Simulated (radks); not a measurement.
Species: Ar IV. Configuration: [Ne] 3s1.5 3p3.5 (fractional occupations, a model configuration). Calculated with a radial shooting solver on a logarithmic mesh with Libxc functionals: non-relativistic Kohn-Sham, TPSS, spin-polarised, spherical densities, point nucleus; open shells are filled with parallel spins first; meta-GGA in the generalised Kohn-Sham scheme.

Normalised radial functions P(r) = r R(r), r in bohr:

r	2s down	3s down
0.002797	0.1119	0.0400
0.003556	0.1403	0.0502
0.004485	0.1739	0.0622
0.005701	0.2162	0.0773
0.00719	0.2653	0.0949
0.00914	0.3252	0.1163
0.01153	0.3922	0.1402
0.01465	0.4699	0.1680
0.01848	0.5505	0.1967
0.02349	0.6340	0.2263
0.02963	0.7061	0.2517
0.03766	0.7575	0.2693
0.0475	0.7658	0.2709
0.06038	0.7072	0.2476
0.07614	0.5611	0.1920
0.0968	0.2976	0.0931
0.1221	-0.0680	-0.0424
0.1552	-0.5332	-0.2107
0.1957	-1.0028	-0.3707
0.2488	-1.4064	-0.4831
0.3138	-1.6110	-0.4842
0.3989	-1.5658	-0.3311
0.5071	-1.2792	-0.0203
0.6395	-0.8736	0.3692
0.8129	-0.4710	0.7428
1.025	-0.2015	0.9530
1.303	-0.0615	0.9387
1.644	-0.0135	0.7307
2.089	-0.0017	0.4350
2.635	-0.0001	0.2006
3.35	0.0000	0.0639
4.224	0.0000	0.0140

2s down: eigenvalue -344.61 eV, 1 radial node at r = 0.117 bohr, <r> = 0.415 bohr, 90 % of the charge inside 0.646 bohr. 3s down: eigenvalue -62.435 eV, 2 radial nodes at r = 0.114, 0.514 bohr, <r> = 1.31 bohr, 90 % of the charge inside 1.94 bohr.
